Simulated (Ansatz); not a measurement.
Reaction (hydrogenolysis of a C–Cl bond): `[SiH3]C/C=C/Cl` + H₂ → `C=CC[SiH3]` + HCl

Computed with Ansatz on PBE0-D4/def2-TZVP structures; ΔE is electronic, products minus reactants. CBS: MP2 limit from def2 TZ/QZ plus the TZ coupled-cluster correction, frozen cores. This one scheme is used for every species. DFT in def2-TZVPP. B3LYP here is the variant with VWN-RPA as its local correlation; programs differ in this. Each species was taken in one conformer, which may not be the lowest.

| level | ΔE (kJ/mol) | difference from CCSD(T)/CBS |
| --- | --- | --- |
| PBE-D4 | -64.7 | 12.5 |
| r2SCAN-D4 | -69.4 | 7.8 |
| PBE0-D4 | -72.6 | 4.6 |
| B3LYP-D4 | -73.5 | 3.7 |
| ωB97X-V | -74.9 | 2.3 |
| ωB97M-V | -76.1 | 1.1 |
| B2PLYP | -77.8 | -0.6 |
| PBE | -68.5 | 8.7 |
| r2SCAN | -70.6 | 6.6 |
| PBE0 | -75.9 | 1.3 |
| B3LYP | -79.6 | -2.4 |
| HF/def2-TZVPP | -98.5 | -21.3 |
| MP2/def2-TZVPP | -72.8 | 4.4 |
| SCS-MP2/def2-TZVPP | -76.4 | 0.8 |
| CCSD/def2-TZVPP | -85.1 | -7.9 |
| CCSD(T)/def2-TZVPP | -79.2 | -2.0 |
| HF/def2-QZVPP | -98.6 | -21.4 |
| MP2/def2-QZVPP | -71.7 | 5.5 |
| SCS-MP2/def2-QZVPP | -75.5 | 1.7 |
| HF/CBS(def2) | -98.6 | -21.4 |
| MP2/CBS(def2) | -70.8 | 6.4 |
| CCSD/CBS(def2) | -83.1 | -5.9 |
| CCSD(T)/CBS | -77.2 | 0 |

Largest T1 diagnostic among the species: 0.011.

The D4 term adds +6.1 kJ/mol with B3LYP and +3.4 kJ/mol with PBE0; it sums over pairs of atoms, weighted by their polarisabilities, and B3LYP, whose exchange is more repulsive, gets the larger term. From PBE to PBE0 (25 % exact exchange), in def2-TZVPP and without D4, ΔE moves by −7.4 kJ/mol.
